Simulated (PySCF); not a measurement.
**Cs (caesium, neutral) across methods**

[Xe] 6p1, 2P determinant (an excited configuration). Computed with PySCF 2.14 in x2c-QZVPPall (16s10p8d5f2g, 139 functions), with the spin-free X2C one-electron Hamiltonian (Gaussian nucleus).

| method | E (hartree) | mean ε 5p α (eV) | mean ε 5p β (eV) | mean ε 6p α (eV) | Σ⟨r²⟩ (bohr²) | ⟨S²⟩ |
| --- | --- | --- | --- | --- | --- | --- |
| UHF | -7783.08693 | -19.713 | -19.673 | -2.298 | 125.0 | 0.750 |
| PBE | -7785.70 | -14.638 | -14.611 | -1.508 | 113.5 | 0.750 |
| PBE0 | -7785.78 | -16.171 | -16.140 | -1.778 | 115.5 | 0.750 |
| r2SCAN | -7786.13 | -15.133 | -15.126 | -1.463 | 115.5 | 0.750 |

Question: Estimate the same row for LDA.

Answer: E (hartree) = -7779.28; mean ε 5p α (eV) = -14.784; mean ε 5p β (eV) = -14.758; mean ε 6p α (eV) = -1.478; Σ⟨r²⟩ (bohr²) = 113.5; ⟨S²⟩ = 0.750.

Spin-orbit coupling, absent here, splits the open shell strongly.
